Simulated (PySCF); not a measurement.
Ligands exchanged one at a time, Al CH3-I. Gas-phase values, no solvent. Strings in code marks are SMILES.

Calculation: ωB97X-D3(BJ)/def2-TZVP // PBE0-D3(BJ)/def2-TZVP in PySCF. All candidates: neutral, multiplicity 1. Delta-SCF ions had no search for a lower state. Excitations are Tamm–Dancoff values on a coarser integration grid. The basis has no diffuse functions, so Rydberg states are missing or too high.

```json
{
  "T1 excitation (TDA)": "5.74 eV",
  "vertical ionisation energy (Delta-SCF)": "9.88 eV",
  "S1 excitation (TDA)": "6.00 eV"
}
```

Question: Identify which member has these values.
A) `[CH3][Al]([CH3])[I]`
B) `[CH3][Al]([I])[I]`
C) `[I][Al]([I])[I]`
D) `[CH3][Al]([CH3])[CH3]`

Answer: D, `[CH3][Al]([CH3])[CH3]`. The others give `[CH3][Al]([CH3])[I]`: 5.39 eV, 9.59 eV, 5.54 eV; `[CH3][Al]([I])[I]`: 5.36 eV, 9.85 eV, 5.47 eV; `[I][Al]([I])[I]`: 4.99 eV, 10.01 eV, 5.24 eV
